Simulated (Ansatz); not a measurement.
Geometry optimisation, Ansatz 0.2.0, RKS LDA/def2-SVP.

Input:

```yaml
crystal:
  periodic: [false, false, false]
  atoms:
    - { symbol: Na, position_ang: [-1.99103, 2.81141, 1.05272] }
    - { symbol: C, position_ang: [-0.75725, 1.2911, -0.10577] }
    - { symbol: C, position_ang: [-0.26281, 0.21197, 0.5031] }
    - { symbol: Si, position_ang: [0.77494, -1.1428, -0.30008] }
    - { symbol: H, position_ang: [-0.49366, 1.32862, -1.17102] }
    - { symbol: H, position_ang: [-0.45598, 0.05925, 1.56687] }
    - { symbol: H, position_ang: [0.10331, -2.44746, -0.19514] }
    - { symbol: H, position_ang: [0.97755, -0.86836, -1.73121] }
    - { symbol: H, position_ang: [2.08632, -1.2389, 0.34832] }
basis:
  gaussian: { orbitals: def2-SVP }
hamiltonian:
  xc: lda
relax:
  f_tol: 0.015
  max_steps: 40
```

Launched with:

```bash
$ ansatz run input.yaml --threads 1 --pin off --max-ram 2048MiB --backend cpu --events-out ev --progress --plain --runs-dir out
```

Problem. Where does it end, and by what steps?

Solution. It converged. After 6 steps the energy has fallen by 0.100 eV; Na1 moved furthest, 0.16 Å.

| step | energy less start (eV) | largest force component (eV/Å) | accepted |
| --- | --- | --- | --- |
| 0 | 0.0000 | 0.947 | yes |
| 1 | -0.0862 | 0.376 | yes |
| 2 | -0.0968 | 0.084 | yes |
| 3 | -0.0972 | 0.080 | yes |
| 4 | -0.0979 | 0.138 | yes |
| 5 | -0.1000 | 0.038 | yes |
| 6 | -0.1003 | 0.014 | yes |

```xyz
9
Properties=species:S:1:pos:R:3
Na -1.995 2.883 0.914
C -0.752 1.267 -0.073
C -0.264 0.182 0.567
Si 0.755 -1.124 -0.284
H -0.489 1.309 -1.159
H -0.458 0.026 1.654
H 0.132 -2.504 -0.226
H 0.915 -0.744 -1.737
H 2.139 -1.289 0.312
```

Time of the run: 16 s on 1 thread of Arm Neoverse V1 (shared host), peak memory 0.12 GiB.
